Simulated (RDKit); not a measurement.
RDKit input (UFF):

```python
from rdkit import Chem
from rdkit.Chem import AllChem, rdDetermineBonds

mol = Chem.MolFromXYZFile('mol.xyz')
rdDetermineBonds.DetermineBonds(mol, charge=-1)
print('SMILES', Chem.MolToSmiles(Chem.RemoveHs(mol)))
ff = AllChem.UFFGetMoleculeForceField(mol)
e0 = ff.CalcEnergy()
flag = ff.Minimize(maxIts=5000, forceTol=1e-5)
print(f'energy {e0:.4f} -> {ff.CalcEnergy():.4f} kcal/mol, converged: {flag == 0}')
print(Chem.MolToXYZBlock(mol))
```
mol.xyz:
```
4

C     -0.43645437     0.17143429     0.12164125
N      0.67544959    -0.26530887    -0.18824998
H     -1.41011651    -0.44169056     0.22509177
H     -0.69930434     1.27024694     0.36281065
```

From its output:

```
Traceback (most recent call last):
  File "input.py", line 5, in <module>
ValueError: Unable to determine valence of atom 1 with atomic number 7 and 1 bonds. Check the input molecules bonding.
```

The run crashed.

The geometry given is a B3LYP-D3(BJ)/def2-TZVP minimum.
